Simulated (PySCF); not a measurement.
# Spin-rotation constants: `InChI=1S/C7H8FNO/c1-6-4-10-3-2-7(6,8)5-9/h2-3,6H,4H2,1H3/t6-,7-/m1/s1`

Geometry:
```csv
atom,x (Å),y (Å),z (Å)
C1,2.039,0.112,-0.080
C2,0.595,-0.179,0.310
C3,0.119,-1.519,-0.249
O4,-1.189,-1.851,0.185
C5,-2.072,-0.840,0.167
C6,-1.793,0.445,-0.033
C7,-0.371,0.901,-0.218
F8,-0.110,1.125,-1.577
C9,-0.160,2.151,0.495
N10,-0.001,3.117,1.084
H11,2.143,0.134,-1.162
H12,2.696,-0.657,0.319
H13,2.348,1.077,0.317
H14,0.498,-0.194,1.402
H15,0.762,-2.335,0.087
H16,0.135,-1.478,-1.347
H17,-3.079,-1.190,0.349
H18,-2.569,1.189,-0.060
```

Computed with PySCF 2.14.0, GIAO B97-2/pcSseg-1 magnetisability, rotational g tensor and spin-rotation constants, non-relativistic, gas phase. Geometry: GFN2-xTB.

(1) Give the nuclear spin-rotation constants along the inertial axes (H = +C I·J) beside the isotropic shieldings.

Results:

(1) Rotational constants 2.0096, 1.2436, 0.9825 GHz. A star marks the isotopologue with that one atom substituted, in its own axes.
```csv
atom,isotope,Caa (kHz),Cbb (kHz),Ccc (kHz),mean (kHz),σ (ppm)
F8,19F,1.310,1.107,0.758,1.058,337.3
N10,14N,0.153,0.269,0.179,0.200,-33.4
H11,1H,-0.230,-0.121,0.009,-0.114,30.6
H12,1H,-0.181,-0.042,-0.085,-0.103,30.9
H13,1H,0.020,-0.121,-0.105,-0.069,30.1
H14,1H,-0.226,-0.136,0.027,-0.112,29.8
H15,1H,-0.126,-0.021,-0.076,-0.074,27.7
H16,1H,-0.214,-0.124,0.047,-0.097,27.9
H17,1H,-0.082,0.043,-0.104,-0.047,25.0
H18,1H,-0.149,0.071,-0.117,-0.065,26.5
C1,13C*,0.256,0.164,0.140,0.186,173.6
C2,13C*,0.389,0.234,0.147,0.257,145.3
C3,13C*,0.463,0.235,0.228,0.309,117.8
O4,17O*,-0.385,-0.305,-0.054,-0.248,195.6
C5,13C*,0.676,0.630,0.201,0.502,30.8
C6,13C*,0.506,0.509,0.152,0.389,83.4
C7,13C*,0.594,0.306,0.161,0.354,105.7
C9,13C*,0.178,0.539,0.366,0.361,65.5
```
For the geometry as given, no vibrational averaging.
